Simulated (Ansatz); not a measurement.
`C[Se][GeH2][F]` + CH₃NH₂ → `C[NH][GeH2][F]` + `C[SeH]` at 400 K and 1 bar (ligand exchange at a Ge–Se bond).

Computed with Ansatz on PBE0-D4/def2-TZVP structures; ΔE is electronic, products minus reactants. CCSD(T)/CBS adds triple-zeta CCSD(T) − MP2 to the extrapolated MP2 energy (def2 sets, frozen cores). For Ge, Se outer-core shells are correlated without core-valence functions, which leaves a few kJ/mol of doubt a bond. Scalar relativity is left out up to krypton. Each species was taken in one conformer, which may not be the lowest.

```json
{"species": "`C[Se][GeH2][F]`", "CCSD(T)/CBS energy (Eh)": "-4617.72550", "H − E (kJ/mol)": "179.7", "S (J/(mol·K))": "394.0"}
{"species": "CH₃NH₂", "CCSD(T)/CBS energy (Eh)": "-95.75281", "H − E (kJ/mol)": "185.4", "S (J/(mol·K))": "256.0"}
{"species": "`C[NH][GeH2][F]`", "CCSD(T)/CBS energy (Eh)": "-2272.30685", "H − E (kJ/mol)": "220.5", "S (J/(mol·K))": "362.1"}
{"species": "`C[SeH]`", "CCSD(T)/CBS energy (Eh)": "-2441.15625", "H − E (kJ/mol)": "135.4", "S (J/(mol·K))": "284.5"}
```

H − E and S are ideal-gas, rigid-rotor, harmonic terms from PBE0-D4/def2-TZVP, for one conformer and one mirror image of each species. 1 Eh = 2625.50 kJ/mol, R = 8.31446 J/(mol·K).

Task: By hand: ΔE, ΔH, ΔS and ΔG.

Result: ΔE = (-2272.30685) + (-2441.15625) − (-4617.72550) − (-95.75281) = 0.01521 Eh = 39.9 kJ/mol. Δ(H − E) = 220.5 + 135.4 − 179.7 − 185.4 = -9.2, so ΔH = 30.7 kJ/mol. ΔS = 362.1 + 284.5 − 394.0 − 256.0 = -3.4 J/(mol·K). ΔG = 30.7 − 400 × (-3.4)/1000 = 32.1 kJ/mol.

Task: By hand: the equilibrium constant, and the temperature at which ΔG would vanish if ΔH and ΔS stayed fixed.

Result: log₁₀ K = −ΔG/(RT ln 10) = -4.2. ΔH and −TΔS have one sign here, so there is no such temperature. One of them is within its doubt of zero, so this could turn.

The number of gas molecules stays the same, so ΔS is small and ΔH decides. A doubt of 5 kJ/mol in ΔE shifts log₁₀ K by 0.7 here. Other conformers and mirror images would add mixing entropy, several J/(mol·K) or more a flexible species. Modes under 60 cm⁻¹, often nearly free rotors, make the harmonic entropy too high. These are equilibria of isolated gas molecules and say nothing of rates. Largest T1 diagnostic: 0.011 (customary marks: 0.02 for closed shells, 0.045 for open ones).
